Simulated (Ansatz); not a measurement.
Relaxation of BFH₇NO (11 atoms, charge 0, multiplicity 1), to a largest force component of 0.03 eV/Å in at most 50 steps.

The calculation used RKS PBE0/STO-3G in Ansatz.

```xyz
11
Properties=species:S:1:pos:R:3
B -1.024 -0.624 -1.477
F -0.974 0.718 -1.340
H -0.151 -1.169 -2.054
H -1.995 -1.196 -1.137
H 0.618 -0.003 1.385
N 0.144 -0.879 1.084
H 0.254 1.945 -0.033
O 1.045 2.060 0.569
H 0.871 -1.619 1.257
H -0.552 -1.052 1.853
H 1.764 1.818 -0.108
```

Where does it end, and by what steps?

It converged. Limits of this set-up: minimal basis. After 13 steps the energy has fallen by 3.013 eV; B1 moved furthest, 0.80 Å. Joined: B1–N6.

| step | energy less start (eV) | largest force component (eV/Å) | accepted |
| --- | --- | --- | --- |
| 0 | 0.0000 | 1.722 | yes |
| 1 | -0.3114 | 0.647 | yes |
| 2 | -0.8146 | 1.517 | yes |
| 3 | -1.6663 | 2.549 | yes |
| 4 | -2.3705 | 3.302 | yes |
| 5 | -2.7952 | 2.278 | yes |
| 6 | -2.9706 | 0.999 | yes |
| 7 | -2.9140 | 2.109 | no |
| 8 | -3.0096 | 0.284 | yes |
| 9 | -3.0101 | 0.210 | yes |
| 10 | -3.0125 | 0.226 | yes |
| 11 | -3.0132 | 0.044 | yes |
| 12 | -3.0133 | 0.065 | yes |
| 13 | -3.0134 | 0.013 | yes |

```xyz
11
Properties=species:S:1:pos:R:3
B -0.666 -0.574 -0.759
F -0.790 0.868 -0.985
H 0.082 -1.043 -1.544
H -1.735 -1.072 -0.753
H 0.567 0.393 0.838
N 0.030 -0.707 0.689
H 0.037 1.440 -0.255
O 0.783 1.563 0.557
H 0.697 -1.510 0.715
H -0.662 -0.894 1.450
H 1.656 1.535 0.046
```

Whether the end is a true minimum wasn't checked by a vibrational analysis.

Time of the run: 47 s on 1 thread of Arm Neoverse N1 (shared host), peak memory 0.15 GiB.
